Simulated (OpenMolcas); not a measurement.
## Potential curves of InN: spin-free states

Calculated with OpenMolcas 26.06: state-averaged CASSCF(8,8) over In 5s 5p, N 2s 2p, XMS-CASPT2 (IPEA 0.25, imaginary shift 0.2 hartree), scalar X2C, ANO-RCC-VTZP, then RASSI spin–orbit state interaction with atomic mean-field integrals. C2 symmetry about the axis (a holds Σ, Δ, Γ; b holds Π, Φ, H; Σ⁺ and Σ⁻ are not told apart); roots by multiplicity and irrep: 3a 2, 3b 6, 1b 4, 1a 4, 5b 2.

XMS-CASPT2 energies in eV from the lowest point. Curves are followed by energy order within each symmetry, so they are adiabatic and may change character at avoided crossings; Σ⁺ and Σ⁻ are counted together.

| R (Å) | (1)3Σ | (1)3Π | (1)1Π | (1)1Δ | (1)5Π |
| --- | --- | --- | --- | --- | --- |
| 1.803 | 1.400 | 0.781 | 1.590 | 2.851 | 3.878 |
| 1.907 | 0.624 | 0.334 | 1.213 | 2.081 | 3.072 |
| 2.002 | 0.242 | 0.181 | 1.112 | 1.700 | 2.610 |
| 2.096 | 0.056 | 0.161 | 1.167 | 1.519 | 2.318 |
| 2.201 | 0.000 | 0.236 | 1.335 | 1.471 | 2.112 |
| 2.306 | 0.044 | 0.394 | 1.566 | 1.526 | 1.974 |
| 2.452 | 0.199 | 0.672 | 1.938 | 1.709 | 1.863 |
| 2.641 | 0.470 | 1.007 | 2.435 | 2.037 | 1.777 |
| 2.934 | 0.931 | 1.363 | 3.133 | 2.585 | 1.705 |

Task: With masses 114.904 and 14.003 u, fit the curves (1)3Σ, (1)1Δ near their minima.

Result: At XMS-CASPT2, Te from the lowest curve (the fit fixes ωe to a per cent or two; the method's Re and ωe can be off by some per cent):

```
curve  Te (cm⁻¹)  Re (Å)  ωe (cm⁻¹)
(1)3Σ          0   2.199      443.4
(1)1Δ      11860   2.190      459.6
```

The 5 lowest clean curves are shown; the next is (2)3Π, from 2.75 eV. Left out for impure symmetry, kinks or missing points, though low: (1)1Σ, (2)1Σ. Only roots inside an energy window near the equilibrium distance were included, so the list of states is not complete; labels number the states computed. Each spin and symmetry block has orbitals of its own, averaged over its own roots, so gaps between blocks are less sure than gaps within one and near the minimum can be off by tenths of an eV, in bad cases by more. No Rydberg orbitals are active, so Rydberg states, and σ→σ* states whose orbital the CASSCF left unused, can be missing between those listed. CASPT2 splits the two components of degenerate states numerically, here by up to 13 cm⁻¹. No roots were computed in block 5a (none fell in the window or the block failed), so states of that kind are missing and can lie low or lowest. Points that failed a check (symmetry, reference weights, a jump) are left out.
